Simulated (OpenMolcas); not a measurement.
# TaS at 2.135 Å: OpenMolcas input and output

Input (each module block was a call of its own in one work directory; start orbitals came from a preliminary run):

```
&GATEWAY
Coord
2
angstrom
Ta 0.0 0.0 0.0
S 0.0 0.0 2.1350
Basis=ANO-RCC-VDZP
Group=XY
RX2C
AMFI
ANGMom
0.0 0.0 0.0
RICD
&SEWARD
&GUESSORB
* RASSCF and CASPT2 blocks for each multiplicity and irrep, as for the first:
&RASSCF
FileOrb=$CurrDir/o21.orb
Symmetry=1
Spin=2
nActEl=9 0 0
Inactive=22 18
RAS2=5 4
CIRoot=9 9 1
Linear
Iterations=120 100
OrbListing=Nothing
PRWF=0.15
>>COPY $Project.RasOrb $CurrDir/o21.orb
>>COPY $Project.rasscf.h5 $CurrDir/r21.h5
&CASPT2
XMultistate=all
Imaginary=0.2
IPEA=0.25
MaxIter=40
>>COPY $Project.JobMix JOB001
&RASSI
Nr of JobIphs=4 9 3 4 6
1 2 3 4 5 6 7 8 9
1 2 3
1 2 3 4
1 2 3 4 5 6
SpinOrbit
EJob
Omega
MEES
MESO
Properties=4
'AngMom' 3 'Mltpl  1' 1 'Mltpl  1' 2 'Mltpl  1' 3
Thrs=1.0d-4
>>COPY $Project.rassi.h5 $CurrDir/so.h5
```

```bash
pymolcas m.inp
```

C2 symmetry about the axis (a holds Σ, Δ, Γ; b holds Π, Φ, H; Σ⁺ and Σ⁻ are not told apart); roots by multiplicity and irrep: 2a 9, 4a 3, 4b 4, 2b 6.

RASSI part of the output, in excerpt:

```
SPIN-FREE ENERGIES:
  (Shifted by EMIN (a.u.) =     -16000.6299074266)
 SF State       Relative EMIN(au)   Rel lowest level(eV)    D:o, cm**(-1)      Abs_M
     1             0.0000000000        0.0000000000              0.0000         2.0
     2             0.0000071644        0.0001949532              1.5724         2.0
    10             0.0138629657        0.3772305147           3042.5693         0.0
    17             0.0354034122        0.9633759226           7770.1508         1.0
    18             0.0354035631        0.9633800295           7770.1840         1.0
    13             0.0363231766        0.9884039885           7972.0158         3.0
    14             0.0363231766        0.9884039885           7972.0158         3.0
    15             0.0458208840        1.2468497738          10056.5216         1.0
    16             0.0458208840        1.2468497738          10056.5216         1.0
     3             0.0504351027        1.3724090587          11069.2256         0.0
    11             0.0596360370        1.6227792366          13088.5972         2.0
    12             0.0596498821        1.6231559825          13091.6359         2.0
     4             0.0632597115        1.7213844437          13883.9019         4.0
     5             0.0632640580        1.7215027189          13884.8558         4.0
     6             0.0743405368        2.0229090604          16315.8619         0.0
    19             0.0777930401        2.1168564604          17073.5988         1.0
    20             0.0777930977        2.1168580276          17073.6114         1.0
    21             0.0828803025        2.2552879232          18190.1238         3.0
    22             0.0828803659        2.2552896496          18190.1378         3.0
     7             0.0860905513        2.3426432432          18894.6920         0.0
     8             0.0873519005        2.3769663030          19171.5262         2.0
     9             0.0873533785        2.3770065213          19171.8505         2.0
++ Dipole transition strengths (spin-free states):
     for osc. strength at least  1.00000000E-05
      From   To        Osc. strength     Einstein coefficients Ax, Ay, Az (sec-1)    Total A (sec-1)
         1   17       2.00870201E-04  1.67666569E+03  6.41274045E+03  0.00000000E+00  8.08940614E+03
         1   18       2.00869432E-04  6.41276282E+03  1.67668128E+03  0.00000000E+00  8.08944411E+03
         1   19       1.51861774E-02  5.48065619E+04  2.89803972E+06  0.00000000E+00  2.95284628E+06
         1   20       1.51862510E-02  2.89806102E+06  5.48039485E+04  0.00000000E+00  2.95286497E+06
         1   21       1.40115111E-02  2.01573734E+05  2.89084654E+06  0.00000000E+00  3.09242027E+06
         1   22       1.40115822E-02  2.89086187E+06  2.01578841E+05  0.00000000E+00  3.09244071E+06
         1    8       3.32284495E-02  0.00000000E+00  0.00000000E+00  8.14639896E+06  8.14639896E+06
         1    9       1.45934076E-03  0.00000000E+00  0.00000000E+00  3.57789019E+05  3.57789019E+05
         2   17       2.07797642E-04  6.79951710E+03  1.56548301E+03  0.00000000E+00  8.36500011E+03
         2   18       2.07791977E-04  1.56543572E+03  6.79940768E+03  0.00000000E+00  8.36484340E+03
         2   19       1.46111366E-02  2.76463257E+06  7.58777768E+04  0.00000000E+00  2.84051034E+06
         2   20       1.46111108E-02  7.58804248E+04  2.76462910E+06  0.00000000E+00  2.84050952E+06
         2   21       1.46055557E-02  2.96319107E+06  2.59780976E+05  0.00000000E+00  3.22297204E+06
         2   22       1.46055392E-02  2.59777677E+05  2.96319566E+06  0.00000000E+00  3.22297333E+06
         2    8       1.45915208E-03  0.00000000E+00  0.00000000E+00  3.57671977E+05  3.57671977E+05
         2    9       3.32258324E-02  0.00000000E+00  0.00000000E+00  8.14469685E+06  8.14469685E+06
        10   15       5.21581534E-03  2.58817075E+04  1.45273476E+05  0.00000000E+00  1.71155183E+05
        10   16       5.21579920E-03  1.45272816E+05  2.58818377E+04  0.00000000E+00  1.71154653E+05
        17    3       1.30580158E-03  9.47978897E+03  1.10318229E-01  0.00000000E+00  9.47989929E+03
        17    6       4.05958464E-05  2.94242443E-02  1.97748763E+03  0.00000000E+00  1.97751706E+03
        17   19       9.77559668E-04  0.00000000E+00  0.00000000E+00  5.64382276E+04  5.64382276E+04
        17   20       9.80925869E-05  0.00000000E+00  0.00000000E+00  5.66327251E+03  5.66327251E+03
        17    7       1.75372853E-03  1.44764817E+05  1.92729498E+00  0.00000000E+00  1.44766745E+05
        17    8       4.85034803E-04  1.57980131E+04  2.62581466E+04  0.00000000E+00  4.20561597E+04
        17    9       4.83338282E-04  2.57768247E+04  1.61346187E+04  0.00000000E+00  4.19114434E+04
        18    3       1.30579113E-03  1.10309222E-01  9.47952277E+03  0.00000000E+00  9.47963308E+03
        18    6       4.05952112E-05  1.97744207E+03  2.87186358E-02  0.00000000E+00  1.97747078E+03
        18   19       9.81000165E-05  0.00000000E+00  0.00000000E+00  5.66364573E+03  5.66364573E+03
        18   20       9.77625465E-04  0.00000000E+00  0.00000000E+00  5.64417778E+04  5.64417778E+04
        18    7       1.75375364E-03  1.93204733E+00  1.44766023E+05  0.00000000E+00  1.44767955E+05
        18    8       4.85037274E-04  2.62582193E+04  1.57979103E+04  0.00000000E+00  4.20561296E+04
        18    9       4.83318255E-04  1.61343216E+04  2.57751416E+04  0.00000000E+00  4.19094632E+04
        13   11       1.43035471E-03  2.31192077E+04  1.85810780E+03  0.00000000E+00  2.49773155E+04
        13   12       1.42827901E-03  1.85276685E+03  2.31179351E+04  0.00000000E+00  2.49707020E+04
        14   11       1.43035421E-03  1.85810489E+03  2.31192017E+04  0.00000000E+00  2.49773066E+04
        14   12       1.42827954E-03  2.31179417E+04  1.85276953E+03  0.00000000E+00  2.49707113E+04
        15   11       8.21584689E-04  1.00741512E+03  4.03077572E+03  0.00000000E+00  5.03819084E+03
        15   12       8.24140471E-04  4.04989657E+03  1.01410181E+03  0.00000000E+00  5.06399838E+03
        16   11       8.21598267E-04  4.03087983E+03  1.00739428E+03  0.00000000E+00  5.03827411E+03
        16   12       8.24140855E-04  1.01410196E+03  4.04989878E+03  0.00000000E+00  5.06400074E+03
         3   19       9.85028891E-04  2.14776085E+04  2.21029117E+03  0.00000000E+00  2.36878997E+04
         3   20       9.85034008E-04  2.21030376E+03  2.14778187E+04  0.00000000E+00  2.36881224E+04
         3    7       5.61258953E-03  0.00000000E+00  0.00000000E+00  2.29258779E+05  2.29258779E+05
         4   21       1.30003952E-04  9.28753654E+02  6.79266940E+02  0.00000000E+00  1.60802059E+03
         4   22       1.30010458E-04  6.79287776E+02  9.28823686E+02  0.00000000E+00  1.60811146E+03
         5   21       1.29973401E-04  6.78820617E+02  9.28109893E+02  0.00000000E+00  1.60693051E+03
         5   22       1.29982542E-04  9.28183042E+02  6.78870876E+02  0.00000000E+00  1.60705392E+03
        19    7       3.08058534E-05  6.17438612E+01  6.40205326E+00  0.00000000E+00  6.81459145E+01
        19    8       2.67015481E-04  8.60125349E+01  6.97885478E+02  0.00000000E+00  7.83898013E+02
        19    9       2.63248888E-04  6.70434536E+02  1.02644612E+02  0.00000000E+00  7.73079148E+02
        20    7       3.08079857E-05  6.40246862E+00  6.17472167E+01  0.00000000E+00  6.81496853E+01
        20    8       2.67015403E-04  6.97878555E+02  8.60097828E+01  0.00000000E+00  7.83888337E+02
        20    9       2.63243359E-04  1.02638325E+02  6.70415269E+02  0.00000000E+00  7.73053595E+02
        21    8       1.27483360E-04  1.98656711E-01  8.17024721E+01  0.00000000E+00  8.19011288E+01
        21    9       1.29449220E-04  8.25991157E+01  6.19956610E-01  0.00000000E+00  8.32190723E+01
        22    8       1.27482642E-04  8.16996550E+01  1.98688387E-01  0.00000000E+00  8.18983434E+01
        22    9       1.29447425E-04  6.19848341E-01  8.25957097E+01  0.00000000E+00  8.32155580E+01
 Electric-quadrupole - electric-quadrupole not included
 Electric-dipole - electric-octupole not included
 Electric-dipole - magnetic-quadrupole not included
   Eigenvalues of complex Hamiltonian:
  (Shifted by EMIN (a.u.) =     -16000.6299074266)
 SO State       Relative EMIN(au)   Rel lowest level(eV)    D:o, cm**(-1)      Omega
     1            -0.0085402928        0.0000000000              0.0000         1.5
     2            -0.0085402928        0.0000000000              0.0000         1.5
     3             0.0068753507        0.4194810297           3383.3427         2.5
     4             0.0068753507        0.4194810297           3383.3427         2.5
     5             0.0088852306        0.4741726488           3824.4603         0.5
     6             0.0088852306        0.4741726488           3824.4603         0.5
     7             0.0128294231        0.5814995928           4690.1105         1.5
     8             0.0128294231        0.5814995928           4690.1105         1.5
     9             0.0226958070        0.8499775756           6855.5315         1.5
    10             0.0226958070        0.8499775756           6855.5315         1.5
    11             0.0291786359        1.0263843365           8278.3480         0.5
    12             0.0291786359        1.0263843365           8278.3480         0.5
    13             0.0307449508        1.0690059364           8622.1143         2.5
    14             0.0307449508        1.0690059364           8622.1143         2.5
    15             0.0388190331        1.2887129093          10394.1706         3.5
    16             0.0388190331        1.2887129093          10394.1706         3.5
    17             0.0389794416        1.2930778455          10429.3762         1.5
    18             0.0389794416        1.2930778455          10429.3762         1.5
    19             0.0407131802        1.3402552761          10809.8878         0.5
    20             0.0407131802        1.3402552761          10809.8878         0.5
    21             0.0424793590        1.3883154503          11197.5193         0.5
    22             0.0424793590        1.3883154503          11197.5193         0.5
    23             0.0452113165        1.4626558008          11797.1146         1.5
    24             0.0452113165        1.4626558008          11797.1146         1.5
    25             0.0458073450        1.4788745629          11927.9278         4.5
    26             0.0458073450        1.4788745629          11927.9278         4.5
    27             0.0476219659        1.5282529135          12326.1910         2.5
    28             0.0476219659        1.5282529135          12326.1910         2.5
    29             0.0520944619        1.6499557306          13307.7904         0.5
    30             0.0520944619        1.6499557306          13307.7904         0.5
    31             0.0542090339        1.7074961659          13771.8853         0.5
    32             0.0542090339        1.7074961659          13771.8853         0.5
    33             0.0592032328        1.8433952414          14867.9853         1.5
    34             0.0592032328        1.8433952414          14867.9853         1.5
    35             0.0623854811        1.9299886289          15566.4081         3.5
    36             0.0623854811        1.9299886289          15566.4081         3.5
    37             0.0630043552        1.9468290515          15702.2353         2.5
    38             0.0630043552        1.9468290515          15702.2353         2.5
    39             0.0660153275        2.0287617792          16363.0673         4.5
    40             0.0660153275        2.0287617792          16363.0673         4.5
    41             0.0680325796        2.0836540076          16805.8029         3.5
    42             0.0680325796        2.0836540076          16805.8029         3.5
    43             0.0731992757        2.2242469705          17939.7617         0.5
    44             0.0731992757        2.2242469705          17939.7617         0.5
    45             0.0753392424        2.2824784288          18409.4301         0.5
    46             0.0753392424        2.2824784288          18409.4301         0.5
    47             0.0779927998        2.3546854053          18991.8186         2.5
    48             0.0779927998        2.3546854053          18991.8186         2.5
    49             0.0842479851        2.5248976684          20364.6731         1.5
    50             0.0842479851        2.5248976684          20364.6731         1.5
    51             0.0882794697        2.6345999524          21249.4817         1.5
    52             0.0882794697        2.6345999524          21249.4817         1.5
    53             0.0899327060        2.6795868038          21612.3251         0.5
    54             0.0899327060        2.6795868038          21612.3251         0.5
    55             0.0905000597        2.6950252867          21736.8449         3.5
    56             0.0905000597        2.6950252867          21736.8449         3.5
    57             0.0923934404        2.7465467984          22152.3939         2.5
    58             0.0923934404        2.7465467984          22152.3939         2.5
 Weights of the five most important spin-orbit-free states for each spin-orbit state.
 SO State  Total energy (au)           Spin-free states, spin, and weights
    1        -0.008540       1 0.5  0.4849    2 0.5  0.4845   17 0.5  0.0116   18 0.5  0.0116   14 1.5  0.0028
    2        -0.008540       1 0.5  0.4849    2 0.5  0.4845   17 0.5  0.0116   18 0.5  0.0116   14 1.5  0.0028
    3         0.006875       2 0.5  0.4965    1 0.5  0.4961   16 1.5  0.0022   15 1.5  0.0022   14 1.5  0.0014
    4         0.006875       2 0.5  0.4965    1 0.5  0.4961   16 1.5  0.0022   15 1.5  0.0022   14 1.5  0.0014
    5         0.008885      10 1.5  0.8872    3 0.5  0.0473   16 1.5  0.0216   15 1.5  0.0216    7 0.5  0.0181
    6         0.008885      10 1.5  0.8872    3 0.5  0.0473   16 1.5  0.0216   15 1.5  0.0216    7 0.5  0.0181
    7
```

Only roots inside an energy window near the equilibrium distance were included, so the list of states is not complete; labels number the states computed. Each spin and symmetry block has orbitals of its own, averaged over its own roots, so gaps between blocks are less sure than gaps within one and near the minimum can be off by tenths of an eV, in bad cases by more. No Rydberg orbitals are active, so Rydberg states, and σ→σ* states whose orbital the CASSCF left unused, can be missing between those listed. CASPT2 splits the two components of degenerate states numerically, here by up to 3 cm⁻¹. For d and f metals this valence active space lacks a second d shell: the order of states is not reliable within half an eV or more, and the lowest computed state need not be the true ground state.
